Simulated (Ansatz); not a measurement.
Ansatz (an electronic-structure program) input:

Ansatz 0.2 input:
```yaml
crystal:
  periodic: [false, false, false]
  atoms:
    - {symbol: C, position_ang: [2.78225779, 0.19795807, 0.16947787]}
    - {symbol: C, position_ang: [1.38994943, -0.12816139, 0.36392365]}
    - {symbol: O, position_ang: [0.98704060, -0.88579791, 1.23593976]}
    - {symbol: O, position_ang: [0.55877546, 0.47463733, -0.50082179]}
    - {symbol: Ge, position_ang: [-1.22117176, 0.06954918, -0.26678635]}
    - {symbol: H, position_ang: [3.51087624, -0.24931697, 0.82772347]}
    - {symbol: H, position_ang: [3.08924917, 0.87283141, -0.61498409]}
    - {symbol: H, position_ang: [-1.84259816, 0.90813486, -1.39039491]}
    - {symbol: H, position_ang: [-1.42064169, -1.43160861, -0.48678777]}
    - {symbol: H, position_ang: [-1.65916086, 0.54489005, 1.12025373]}
basis:
  gaussian:
    orbitals: def2-TZVPD
hamiltonian:
  xc: {name: PBE0}
magnetization: {spin_polarized: true, initial_magnetization: 1}
output: {forces: true}
```

What final total energy does it print?

-2306.22068 Eh (PBE0/def2-TZVPD). The basis has 253 functions.

It need not be the lowest isomer of its formula.
